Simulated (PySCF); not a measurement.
# Indirect couplings

Bonds (- single, = double, # triple, : aromatic): C1-C2, C2=C3, C3-C4, C4-O5, O5-Ge6. C1 carries H7, H8, H9; C2 carries H10; C3 carries H11; C4 carries H12, H13; Ge6 carries H14, H15, H16. Stereochemistry as in C/C=C\C[O][GeH3].

Method: B3LYP/pcJ-1 (pcSseg-1 on Ge) (without the spin–dipole term)//PBE0-D3(BJ)/def2-SVP, PySCF 2.14.0 with density-fitted response routines; isolated molecule, single conformer, non-relativistic. Couplings are averaged over pairs made equivalent by symmetry, fast rotation or ring inversion, so a value needn't be that of the named pair in this geometry, while other rotamers aren't included; one pair stands for each set, and the list holds a selection of those of at least 0.8 Hz over up to four bonds, among pairs with at least one C or H atom (others weren't computed).

Isotopes: ¹³C, ¹H, ¹⁷O. Couplings to quadrupolar nuclei such as 17O and 33S are rarely resolved in practice.

```tsv
pair	bonds	J (Hz)
C1, C2	1	46.6
C1, H7	1	?
C2, C3	1	78.1
C2, H10	1	161.0
C3, C4	1	?
C3, H11	1	165.8
C4, O5	1	?
C4, H12	1	141.9
C2, C4	2	2.7
C2, H7	2	-6.5
C3, H12	2	?
C4, H11	2	0.9
O5, H12	2	-3.3
O5, H14	2	-7.4
H14, H15	2	23.4
C1, C4	3	5.0
C1, H11	3	10.3
C2, H12	3	5.2
C4, H10	3	?
C4, H14	3	?
O5, H11	3	-3.4
H7, H10	3	?
H10, H11	3	13.0
H11, H12	3	7.1
H7, H11	4	-2.5
H10, H12	4	?
```

Question: Estimate the withheld couplings, with signs.

Answer: 
- ¹J(C1,H7) = 132.5 Hz (bond length 1.104 Å, sp3 carbon)
- ¹J(C3,C4) = 53.2 Hz (bond length 1.494 Å)
- ¹J(C4,O5) = 21.1 Hz (bond length 1.407 Å)
- ²J(C3,H12) = -4.4 Hz (mean over equivalent pairs that range from -5.8 to -2.9 Hz in this conformer)
- ³J(C4,H10) = 10.8 Hz (dihedral angle 179°)
- ³J(C4,H14) = 2.9 Hz (mean over equivalent pairs that range from 0.4 to 7.6 Hz in this conformer)
- ³J(H7,H10) = 8.3 Hz (mean over equivalent pairs that range from 3.7 to 15.2 Hz in this conformer)
- ⁴J(H10,H12) = -2.4 Hz (mean over equivalent pairs that range from -3.2 to -1.6 Hz in this conformer)

Relativistic effects of the heavier atoms present are left out.
